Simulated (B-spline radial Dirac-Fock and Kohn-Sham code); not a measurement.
## Bi⁶⁺: non-radiative channels of the 3s vacancy

System: Bi⁶⁺, [Xe] 4f14 5d9.

Input of the calculation (task.json; shells as n, l, electrons):

```json
{"items": [{
  "Z": 83,
  "q": 6,
  "cfg": [[1, 0, 2], [2, 0, 2], [2, 1, 6], [3, 0, 2], [3, 1, 6], [3, 2, 10], [4, 0, 2], [4, 1, 6], [4, 2, 10], [4, 3, 14], [5, 0, 2], [5, 1, 6], [5, 2, 9]],
  "A": 209,
  "rrms": 5.5211,
  "do": ["binding", "quiet", "decay"],
  "holes": ["K", "L1", "L2", "L3", "M1", "M2", "M3", "M4", "M5", "N1", "N2", "N3", "N4", "N5", "N6", "N7"]
}]}
```

Command: `python xray_run.py task.json out`

Method: independent-particle rates on relativistic LDA orbitals of the hole state (multipoles up to L = 3, Coulomb Auger matrix elements, transition energies from Dirac-Fock). Computed with a radial finite-basis atomic code. Kinetic energies are configuration averages from the vacuum level; the two-hole energies are estimated from single-hole states.

```
transition  kinetic energy (eV)  width (meV)  share (%)
   M1-M3N3                11.30         1170        6.3
   M1-M2N6                16.30          399        2.1
   M1-M2N7                21.15          517        2.8
   M1-M2O1                26.20          256        1.4
   M1-M2O2                75.65          251        1.3
   M1-M2O3                101.8          330        1.8
   M1-M2O5                178.6          195        1.0
   M1-M3N4                226.1          348        1.9
   M1-M4N1                239.2          501        2.7
   M1-M3N5                    –          611        3.3
   M1-M5N1                    –          700        3.8
   M1-M3N6                534.2         3740       20.1
   M1-M3N7                540.5         4620       24.8
   M1-M3O1                544.9          221        1.2
   M1-M3O2                594.0          214        1.2
   M1-M5N3                    –          218        1.2
   M1-M3O3                620.7          217        1.2
   M1-M4N5                    –          223        1.2
   M1-M5N4                    –          252        1.4
   M1-M5N5                    –          353        1.9
   M1-M4N6               1029.6          185        1.0
   M1-M5N6                    –          212        1.1
   M1-M5N7                    –          329        1.8
   M1-N1N5                    –          182        1.0
```

A dash stands for an energy that rests on an unreliable hole state.

Coster-Kronig rates are the weakest part of this model and often come out 1.5 to 2.5 times too large. The listed channels hold 87 % of the non-radiative rate. Summed by principal shells, of 18.6 eV in all: MMN 80.4 %, MMO 12.4 %, MNN 5.8 %, MNO 1.2 %.
